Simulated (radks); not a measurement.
Neutral praseodymium inside a hard spherical wall (all orbitals vanish at R), configuration held at [Xe] 4f3 6s2 and not refilled when levels cross. Calculated with a radial shooting solver on a logarithmic mesh with Libxc functionals: scalar-relativistic Kohn-Sham, PBE, spin-unpolarised, spherical densities, finite nucleus; Fermi nuclear charge, rms radius 4.8919 fm. Eigenvalues in eV, with the zero of energy where the potential of the charges vanishes at infinity; a dash marks a level that is unbound or too diffuse for the functional's potential to be trusted. A positive occupied level is held by the wall or, in an anion where self-interaction has pushed it up, behind a barrier. The pressure on the wall is -dE/dV.

R (bohr)  E (hartree)  kinetic (hartree)    e(5s)    e(5p)   e(6s)  e(5d, empty)   e(4f)  e(6p, empty)  pressure (GPa)
free       -9236.8629           9809.308  -39.024  -21.475  -3.462        -2.025  -1.253        -1.245               0
20         -9236.8629           9809.308  -39.024  -21.475  -3.462        -2.025  -1.253        -1.245        < 0.0001
10         -9236.8584           9809.344  -38.771  -21.226  -3.262        -1.806  -1.004        -0.787          0.0945
8          -9236.8364           9809.469  -38.123  -20.595  -2.636        -1.228  -0.362         0.316           0.849
6          -9236.7075           9810.014  -36.268  -18.823  -0.026         0.632   1.531         4.404            9.19
2          -9209.5234           9897.147   35.286   62.652  230.62        108.54  72.717        263.43           33200
1.5        -9149.5043          10070.457   165.89   209.99  575.54        277.82  153.48        621.67          238000
